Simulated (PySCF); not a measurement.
A structure optimised at PBE0-D3(BJ)/def2-SVP, used in a PySCF frequency run:

```xyz
11

Ga    -0.0170     0.1777     0.2581
C     -0.0978    -0.0945    -1.6588
C      0.0965    -1.2822    -2.2448
H     -0.3145     0.7677    -2.3015
H      0.0456    -1.4139    -3.3328
H      0.3174    -2.1905    -1.6717
O     -0.3165     1.8313     0.8730
H     -0.2695     1.9268     1.8283
N      0.3397    -1.1292     1.4626
H      0.3839    -0.9927     2.4640
H      0.5258    -2.0916     1.2122
```
Charge 0, spin multiplicity 1.

Question: Write its SMILES and formula.

Answer: C=[CH][Ga]([NH2])[OH], C₂H₆GaNO

Question: What are its rotational constants (standard atomic weights)?

Answer: 5.7336, 2.5712, 1.7752 GHz
